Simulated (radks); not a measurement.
Values are calculated unless marked as measured or tabulated.
Q: The silver ion Ag+, [Kr] 4d10. Code: a radial shooting solver on a logarithmic mesh with Libxc functionals. Model: non-relativistic Kohn-Sham, PBE, spin-polarised, spherical densities, point nucleus. Every spin shell is full or empty, so the densities are truly spherical. Functionals are evaluated on that one density, not self-consistently. Rank these exchange functionals by their error against the exact value of the orbitals, and give that value: LDA, PW91, OPTX, SOGGA, EV93, revTPSS, MS2, MVS.

A: Exact: -143.764 hartree. From best to worst, with 100 (|E| - |E exact|)/|E exact| (equal figures are ties): PW91 +0.01, MVS +0.09, EV93 -0.23, MS2 -0.55, revTPSS -0.89, OPTX +1.19, SOGGA -2.31, LDA -4.96.
